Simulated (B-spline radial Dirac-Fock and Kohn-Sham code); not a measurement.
## Cl 2p3/2: cross section and angular parameters

System: the free chlorine atom, configuration [Ne] 3s2 3p5; threshold 200.0 eV (tabulated edge). These are calculated numbers from a radial atomic solver; the model is Dirac-Hartree-Slater photoionisation with a Latter tail; cross sections with all multipoles, angular parameters from the dipole term and its interference with E2.

For linearly polarised light dσ/dΩ = σ/(4π) [1 + β P₂(cos θ) + (δ + γ cos²θ) sin θ cos φ], with θ from the polarisation vector and φ the angle between the beam and the projection of the electron momentum on the plane normal to the polarisation.

| hν (eV) | σ (kb) | β | γ | δ |
| --- | --- | --- | --- | --- |
| 231 | 2200 | 0.814 | -0.048 | 0.009 |
| 349 | 1060 | 1.398 | 0.038 | 0.014 |
| 370 | 927 | 1.424 | 0.054 | 0.014 |
| 400 | 771 | 1.450 | 0.078 | 0.015 |
| 532 | 379 | 1.482 | 0.176 | 0.018 |
| 635 | 237 | 1.469 | 0.241 | 0.021 |
| 800 | 126 | 1.427 | 0.329 | 0.026 |
| 801 | 126 | 1.427 | 0.330 | 0.026 |
| 901 | 90.0 | 1.396 | 0.375 | 0.029 |
| 931 | 82.0 | 1.387 | 0.388 | 0.029 |
| 1490 | 20.2 | 1.214 | 0.565 | 0.048 |
| 1500 | 19.8 | 1.212 | 0.568 | 0.049 |
| 2640 | 3.26 | 0.949 | 0.763 | 0.090 |
| 2740 | ? | ? | ? | ? |
| 4130 | 0.716 | 0.733 | 0.897 | 0.140 |
| 5414.7 | 0.277 | 0.610 | 0.969 | 0.180 |
| 5500 | 0.262 | 0.603 | 0.973 | 0.183 |
| 5600 | 0.246 | 0.595 | 0.977 | 0.186 |
| 7390 | 0.0906 | 0.480 | 1.046 | 0.235 |
| 7400 | 0.0901 | 0.480 | 1.046 | 0.235 |
| 8047.8 | 0.0664 | 0.447 | 1.067 | 0.252 |
| 12000 | 0.0151 | 0.308 | 1.166 | 0.341 |
| 13200 | 0.0105 | 0.277 | 1.190 | 0.365 |

Question: Give the values at 2740 eV.

Answer: σ = 2.88 kb, β = 0.931, γ = 0.775, δ = 0.093.
